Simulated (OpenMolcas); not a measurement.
## 3d ions of charge +2 along the row

```
Program             : OpenMolcas 26.06
Method              : CASSCF
Basis               : ANO-R2
Scalar Hamiltonian  : X2C, finite nucleus
Spin-orbit coupling : RASSI with atomic mean-field integrals over the reference wave functions, term energies averaged over their components
```

Active space: the 3d shell.

B and C come from two terms' centres of gravity (d2, d8: 3P = 15B, 1G = 12B + 2C; d3, d7: 4P = 15B, 2G = 4B + 3C; d4, d6: 3G = 9B + 4C, 3H = 4B + 4C; d5: 4D = 17B + 5C, 4G = 10B + 5C, above the ground term), where all their levels are at least 80 % pure. ζ = ±2S·A comes from the whole width of the ground multiplet by E(J) = (A/2) J(J+1), where its levels are at least 85 % pure. Energies in cm-1.

```json
{"Ion": "Ti2+", "Configuration": "3d²", "Lowest level": "³F₂", "Weight (%)": "100", "B": "892", "B measured": "695", "C": "3217", "C measured": "2910", "ζ": "123", "ζ measured": "120"}
{"Ion": "V2+", "Configuration": "3d³", "Lowest level": "⁴F_3/2", "Weight (%)": "100", "B": "975", "B measured": "755", "C": "3615", "C measured": "2910", "ζ": "177", "ζ measured": "167"}
{"Ion": "Cr2+", "Configuration": "3d⁴", "Lowest level": "⁵D₀", "Weight (%)": "100", "B": "1049", "B measured": "691", "C": "3897", "C measured": "3575", "ζ": "250", "ζ measured": "230"}
{"Ion": "Mn2+", "Configuration": "3d⁵", "Lowest level": "⁶S_5/2", "Weight (%)": "100", "B": "1125", "B measured": "", "C": "4206", "C measured": "", "ζ": "", "ζ measured": ""}
{"Ion": "Fe2+", "Configuration": "3d⁶", "Lowest level": "⁵D₄", "Weight (%)": "100", "B": "1206", "B measured": "917", "C": "4379", "C measured": "4040", "ζ": "418", "ζ measured": "411"}
{"Ion": "Co2+", "Configuration": "3d⁷", "Lowest level": "⁴F_9/2", "Weight (%)": "100", "B": "1252", "B measured": "971", "C": "4635", "C measured": "4209", "ζ": "533", "ζ measured": "533"}
{"Ion": "Ni2+", "Configuration": "3d⁸", "Lowest level": "³F₄", "Weight (%)": "100", "B": "1331", "B measured": "1056", "C": "4801", "C measured": "4723", "ζ": "655", "ζ measured": "648"}
```

Measured columns use the levels in Corliss and Sugar, J. Phys. Chem. Ref. Data 8, 1 (1979) (Ti2+); Sugar and Corliss, J. Phys. Chem. Ref. Data 7, 1191 (1978) (V2+); Sugar and Corliss, J. Phys. Chem. Ref. Data 6, 317 (1977) (Cr2+); Corliss and Sugar, J. Phys. Chem. Ref. Data 11, 135 (1982) (Fe2+); Sugar and Corliss, J. Phys. Chem. Ref. Data 10, 1097 (1981) (Co2+); Corliss and Sugar, J. Phys. Chem. Ref. Data 10, 197 (1981) (Ni2+).

The computed B goes from 892 (Ti2+) to 1331 cm-1 (Ni2+), a factor of 1.49, rising at every step. It departs from the measured column by +26 to +52 %. The Trees term is left out, which lowers the B read from the levels of every ion, most for d4 to d6. The pair of terms that fixes B changes along the row, so steps between ions also reflect that choice.

The computed ζ goes from 123 (Ti2+) to 655 cm-1 (Ni2+), a factor of 5.33, rising at every step. It departs from the measured column by 0 to +9 %.

Without dynamic correlation excited terms often stand tens of per cent too high (terms of higher spin than the ground term too low), and those without a measured partner can miss by more than the paired ones. Some levels mix across a computed gap that differs much from the measured one, so their mixing is not that of the real levels (holds for V2+; Mn2+; Ni2+). Measured partners are found by configuration, term and J. A level has none where our copy of the source lacks it or the pairing is in doubt (some pairs that miss far off the trend of their configuration count as doubtful), and it then counts in no deviation. Levels of configurations outside the active space are missing.
